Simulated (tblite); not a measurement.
Species: C3H5N3OSi.
Structure used (GFN2-xTB), in Å, numbered top down from 1:
```
atom  x, y, z in Å
O1     3.170    1.391    0.103
C2     2.781    0.356   -0.376
C3     1.392   -0.067   -0.422
C4     0.244    0.560    0.036
N5    -0.767   -0.273   -0.266
Si6   -2.513   -0.146    0.006
N7    -0.254   -1.362   -0.881
N8     0.999   -1.249   -0.974
H9     3.467   -0.380   -0.832
H10    0.099    1.497    0.529
H11   -3.021   -1.384   -0.556
H12   -2.673   -0.010    1.452
H13   -2.928    1.067   -0.696
```

Level: GFN2-xTB in tblite, geometry and Hessian alike; calculated harmonic values, unscaled, isolated species. This tight-binding method is rough: wavenumbers can miss measured ones by several per cent, in bad cases by 10 to 20. Modes of hydrogen on silicon can be 10 to 20 % off. One conformer, not necessarily the lowest.

Harmonic wavenumbers (cm⁻¹): 37.8, 96.8, 118.5, 135.0, 224.9, 266.1, 430.1, 530.9, 567.4, 572.5, 635.9, 696.6, 733.1, 753.9, 763.9, 785.7, 803.7, 922.4, 1008.9, 1036.2, 1065.2, 1129.3, 1263.8, 1345.4, 1393.0, 1427.3, 1491.7, 1747.8, 2291.7, 2296.0, 2385.7, 2806.0, 3201.4.

A = 5304, B = 956.5, C = 818.1 MHz; mass 127.020 u (most abundant isotopes); point group Cs, symmetry number 1.

Question: What is the zero-point energy?

Answer: ½Σν̃ = 17482 cm⁻¹ = 209.14 kJ/mol.

Question: Give the ideal-gas entropy at 298.15 K and 1 bar in the rigid-rotor, harmonic-oscillator model (classical rotation).

Answer: Translation 169.27, rotation 120.25, vibration 97.46: S = 387.0 J/(mol K).

Question: And Cp and H(298.15 K) − H(0)?

Answer: Cp = 132.77 J/(mol K), of which vibrations give 99.52 (their classical limit is 33 R = 274.4); H(298.15 K) − H(0) = 24.90 kJ/mol without the zero-point energy, 14.98 from vibrations.

Question: Which modes carry the vibrational entropy at 298.15 K?

Answer: 37.8 cm⁻¹: 22.47; 96.8 cm⁻¹: 14.72; 118.5 cm⁻¹: 13.07; 135.0 cm⁻¹: 12.02; 224.9 cm⁻¹: 8.03; 266.1 cm⁻¹: 6.78 J/(mol K); the other 27 give 20.36 together.

Question: How do the functions run with temperature in this model?

Answer: 
```csv
T (K),S (J/(mol K)),Cp (J/(mol K)),H − H(0) (kJ/mol),G − H(0) (kJ/mol),ln q(vib)
150,314.9,83.3,8.92,-38.31,2.64
250,365.0,116.6,18.89,-72.37,4.70
400,430.4,163.1,40.01,-132.14,7.74
600,505.3,206.1,77.25,-225.92,11.67
900,596.8,244.0,145.34,-391.77,17.11
```

q(vib) and H(0) count from the zero-point level.

Question: Blend soft modes into free rotors: weight 1/[1 + (100 cm⁻¹/ν̃)⁴] for the oscillator and the rest for a rotor with moment μB/(μ + B), μ = h/(8π²ν), B = 10⁻⁴⁴ kg m². What vibrational entropy results?

Answer: 88.84 J/(mol K) in place of 97.46, which changes −T·S at 298.15 K by +2.57 kJ/mol.

Hindered rotation and anharmonicity are outside this model. Other conformers, if any are populated, would add a mixing term that is left out.
